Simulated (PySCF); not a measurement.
Two-photon absorption: `C=C/C=C/C=C/C(F)(F)F`, C7H7F3

Cartesian coordinates in Å; atom numbers follow the order of the lines, from 1:
```xyz
17

C     3.799   -0.686   -0.547
C     2.776   -0.084    0.057
C     1.400   -0.339   -0.274
C     0.361    0.265    0.329
C    -1.006    0.001   -0.013
C    -2.047    0.594    0.581
C    -3.463    0.310    0.217
F    -4.175   -0.153    1.265
F    -4.111    1.417   -0.200
F    -3.598   -0.597   -0.761
H     3.646   -1.410   -1.330
H     4.820   -0.477   -0.279
H     2.957    0.641    0.840
H     1.217   -1.062   -1.058
H     0.538    0.989    1.114
H    -1.183   -0.723   -0.798
H    -1.938    1.325    1.368
```

Theory: TDDFT B3LYP/def2-SVPD excited states, vertical, gas phase (PySCF). Geometry: GFN2-xTB.

States above about 6.7 eV lie in this functional's continuum (it starts at minus the energy of the highest occupied orbital, well below the true ionisation energy for most functionals) and depend on the basis.

(1) How strongly do the lowest singlets absorb one photon, and two photons of half the energy?

Answers

(1) δ for parallel linear polarisation; σ at the peak of a Lorentzian of half width 0.1 eV, single beam; Ω is circular over linear.
```
state  E (eV)      f  photon λ (nm)  δ (au)  σ (GM)     Ω                                main
   S1    4.65  1.157            534     159    1.26  0.74                      HOMO→LUMO 0.98
   S2    5.77  0.024            429    5710   69.71  0.67  HOMO−1→LUMO 0.54, HOMO→LUMO+1 0.45
   S3    6.26  0.000            396    4.79    0.07  1.50                    HOMO→LUMO+2 0.99
   S4    6.44  0.006            385    33.5    0.51  1.50                    HOMO→LUMO+3 0.98
   S5    6.67  0.002            372      53    0.86  0.63  HOMO→LUMO+5 0.66, HOMO−3→LUMO 0.20
```

Among these, the strongest one-photon state is S1, the strongest two-photon state S2, with a dipole change of 1.1 D (relaxed, norm of the difference vector).
